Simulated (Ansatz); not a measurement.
CH5AlBrGa, SMILES `[CH3][Al]([GaH2])[Br]` from Hartree–Fock to CCSD(T)

| atom | x (Å) | y (Å) | z (Å) |
| --- | --- | --- | --- |
| C1 | 1.405 | 1.086 | 0.424 |
| Al2 | -0.039 | -0.216 | 0.511 |
| Ga3 | -1.669 | -1.038 | -1.212 |
| Br4 | -0.352 | -1.212 | 2.545 |
| H5 | 2.354 | 0.617 | 0.705 |
| H6 | 1.523 | 1.527 | -0.569 |
| H7 | 1.228 | 1.895 | 1.139 |
| H8 | -3.079 | -0.364 | -1.425 |
| H9 | -1.371 | -2.295 | -2.119 |

The species carries charge 0 and has multiplicity 1. Correlated methods include outer-core shells of Br, Ga, which these sets cover unevenly. Scalar relativity is left out up to krypton. The geometry is a stationary point of PBE0-D4/def2-TZVP. Frozen core, restricted reference, Ansatz.

```tsv
basis	HF (Eh)	MP2 corr.
def2-SVP	-4777.76008	-0.64678
def2-TZVPP	-4778.45384	-0.75463
def2-QZVPP	-4778.55245	-1.33751
```

Estimate the CCSD correlation energy and the (T) correction in each basis where they were run (hartree).


```
     basis  CCSD corr.       (T)
  def2-SVP    -0.67490  -0.01857
def2-TZVPP    -0.78781  -0.02926
```
